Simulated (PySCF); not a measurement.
## Bond curve of YO

Set-up: Y def2-SVP with ECP28, O def2-SVP; scalar-relativistic core potentials (PySCF 2.14). Energies in eV from Y (4d1 5s2) + O in their ground configurations at the same level. State: ²Σ⁺ (doublet), unpaired electrons σ ↑.

```json
{"R (Å)": "1.543", "PBE0": "-5.330", "UHF-CCSD": ""}
{"R (Å)": "1.615", "PBE0": "-6.319", "UHF-CCSD": "-5.514"}
{"R (Å)": "1.686", "PBE0": "-6.882", "UHF-CCSD": "-6.134"}
{"R (Å)": "1.740", "PBE0": "-7.086", "UHF-CCSD": "-6.374"}
{"R (Å)": "1.794", "PBE0": "-7.143", "UHF-CCSD": "-6.462"}
{"R (Å)": "1.848", "PBE0": "-7.083", "UHF-CCSD": "-6.427"}
{"R (Å)": "1.920", "PBE0": "-6.863", "UHF-CCSD": "-6.232"}
{"R (Å)": "2.009", "PBE0": "-6.428", "UHF-CCSD": "-5.816"}
{"R (Å)": "2.117", "PBE0": "-5.761", "UHF-CCSD": "-5.153"}
{"R (Å)": "2.260", "PBE0": "-4.761", "UHF-CCSD": ""}
```

Question: Put a parabola through the three lowest points of the PBE0 curve and estimate Re, k and ωe (reduced mass 13.56 u; 1 eV/Å² = 0.16022 mdyn/Å; ωe = 1302.8·√(k/μ) cm⁻¹).

Answer: Through R = 1.74, 1.794, 1.848 Å the second-order coefficient is 20.1 eV/Å², so Re ≈ 1.793 Å, k ≈ 6.43 mdyn/Å and ωe ≈ 897 cm⁻¹. A polynomial fit of higher order to the unrounded PBE0 energies gives Re = 1.791 Å, k = 6.53 mdyn/Å, ωe = 904 cm⁻¹; anharmonicity and rounding make the difference.

The higher-order fit for each curve: PBE0: Re = 1.791 Å, ωe = 904 cm⁻¹, De = 7.14 eV; UHF-CCSD: Re = 1.804 Å, ωe = 902 cm⁻¹, De = 6.46 eV.

Correlated steps freeze 1 core orbital. Correlated levels converge slowly with the basis: in double zeta they bind strong bonds too weakly, by up to about 1 eV, and carry superposition errors of some tenths. The metal atom is held in its measured ground configuration; semilocal functionals can put another filling of s and d lower by some tenths of an eV, and De to that atom would be smaller. Spin–orbit coupling is left out, which matters for elements this heavy, above all for dissociation energies. The state is the lowest single determinant that the PBE0 search found; with open d or f shells the true ground state can be another one.
